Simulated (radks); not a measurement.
Results of a calculation; reference values are marked as such.
Task: These are the eigenvalues of the occupied orbitals of an atom or ion with whole-number occupations (eV). Level of theory: scalar-relativistic Kohn-Sham, RPBE, spin-unpolarised, spherical densities, point nucleus (a radial shooting solver on a logarithmic mesh with Libxc functionals).

1s: -51870.70
2s: -8603.786
2p: -7644.658
3s: -1913.208
3p: -1617.501
3d: -1232.729
4s: -384.0194
4p: -286.7066
4d: -153.2322
5s: -53.8676
5p: -31.2004
4f: -9.3171
6s: -8.5947

Which element is it, and in what charge state? The configuration may be excited.

Result: Z = 65, terbium, charge +1: Tb+ in [Xe] 4f9 6s1. The list shows which subshells hold electrons but not how many an open one holds; the 1s level, -1906.2 hartree, gives Z - s = 61.7 by -(Z - s)^2/2, which with screening and relativity narrows Z to a few neighbours, and the depths of the outer levels then fix element, charge and occupations together.
